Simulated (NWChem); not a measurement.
# C₂H₅ClOSi; SMILES C[Si@H](Cl)C=O

```xyz
10

C      2.0204    -0.0083    -0.2621
Si     0.2621    -0.0858     0.3433
Cl    -0.6887    -1.8276    -0.2717
C     -0.7093     1.4163    -0.3801
O     -0.1852     2.5035    -0.3673
H      2.0701    -0.2063    -1.3432
H      2.4064     1.0067    -0.0764
H      2.6607    -0.7348     0.2590
H      0.1709    -0.0128     1.8301
H     -1.7470     1.2854    -0.7964
```
Atoms are numbered in this order, from 1.

All runs: NWChem. Geometry: optimised at PBE0/def2-SVP. Level: PBE0/def2-SVP with SMD (1 M gas to 1 M solution), gas-phase geometry. Reactions with the solvent are ignored.

For solvent water:

```
Property                                     Value
-------------------------------------------  -----
solvation free energy (kcal/mol)              -0.4
cavity-dispersion-structure term (kcal/mol)    4.9
dipole in solution (D)                        1.29
```

Question: How do the values read with solvent toluene instead?

Answer: 
| Item | Value |
|---|---|
| solvation free energy (kcal/mol) | -3.3 |
| cavity-dispersion-structure term (kcal/mol) | -1.3 |
| dipole in solution (D) | 1.09 |
